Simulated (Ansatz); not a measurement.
`P[SiH2][GaH2]` + NH₃ → `N[SiH2][GaH2]` + PH₃ at 400 K and 1 bar (cleavage of the Si–P bond).

Calculated with Ansatz (gas phase, PBE0-D4/def2-TZVP geometries, no zero-point term in ΔE). CCSD(T)/CBS adds triple-zeta CCSD(T) − MP2 to the extrapolated MP2 energy (def2 sets, frozen cores). This one scheme is used for every species. For Ga outer-core shells are correlated without core-valence functions, which leaves a few kJ/mol of doubt a bond. Scalar relativity is left out up to krypton. One conformer a species, not always the lowest.

```csv
species,CCSD(T)/CBS energy (Eh),H − E (kJ/mol),S (J/(mol·K))
`P[SiH2][GaH2]`,-2557.54159,158.9,397.8
NH₃,-56.50880,104.2,203.1
`N[SiH2][GaH2]`,-2271.33200,178.4,370.7
PH₃,-342.72256,77.1,221.7
```

H − E and S are ideal-gas, rigid-rotor, harmonic terms from PBE0-D4/def2-TZVP, for one conformer and one mirror image of each species. 1 Eh = 2625.50 kJ/mol, R = 8.31446 J/(mol·K).

Task: By hand: ΔE, ΔH, ΔS and ΔG.

Result: ΔE = (-2271.33200) + (-342.72256) − (-2557.54159) − (-56.50880) = -0.00417 Eh = -10.9 kJ/mol. Δ(H − E) = 178.4 + 77.1 − 158.9 − 104.2 = -7.6, so ΔH = -18.5 kJ/mol. ΔS = 370.7 + 221.7 − 397.8 − 203.1 = -8.5 J/(mol·K). ΔG = -18.5 − 400 × (-8.5)/1000 = -15.1 kJ/mol.

Task: By hand: the equilibrium constant, and the temperature at which ΔG would vanish if ΔH and ΔS stayed fixed.

Result: log₁₀ K = −ΔG/(RT ln 10) = 2.0. ΔG = 0 at ΔH/ΔS = 2176 K, though so small a ΔS makes that figure unsure.

The number of gas molecules stays the same, so ΔS is small and ΔH decides. A doubt of 5 kJ/mol in ΔE shifts log₁₀ K by 0.7 here. Other conformers and mirror images would add mixing entropy, several J/(mol·K) or more a flexible species. Modes under 60 cm⁻¹, often nearly free rotors, make the harmonic entropy too high. These are equilibria of isolated gas molecules and say nothing of rates. Largest T1 diagnostic: 0.014 (customary marks: 0.02 for closed shells, 0.045 for open ones).
